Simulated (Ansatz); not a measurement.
Basis-set extrapolation for C₃H₉BClN (`CCN(C)BCl`) (PBE0-D4/def2-TZVP geometry, frozen core, Ansatz). Multiplicity 1, RHF reference.

```tsv
	def2-TZVPP	def2-QZVPP
HF	-657.642521	-657.664640
MP2 correlation	-1.030493	-1.103712
CCSD(T) correlation	-1.137045	not run
```

Energies in hartree. Use E(X) = E(∞) + A·exp(−7.88·√X) for Hartree–Fock and E(X) = E(∞) + B·X^(−2.97) for correlation, with X = 3 and 4, and add CCSD(T) minus MP2 of the smaller set to the MP2 limit.

What is the CCSD(T) energy at the basis-set limit?

HF limit: -657.664640 + (-0.022119) × 0.13774 = -657.66769. MP2 limit: -1.103712 + (-0.073219) × 0.74074 = -1.15795. Higher-order term: -1.137045 − (-1.030493) = -0.10655. Total: -658.93219 hartree, 400.7 kJ/mol below CCSD(T)/def2-TZVPP.
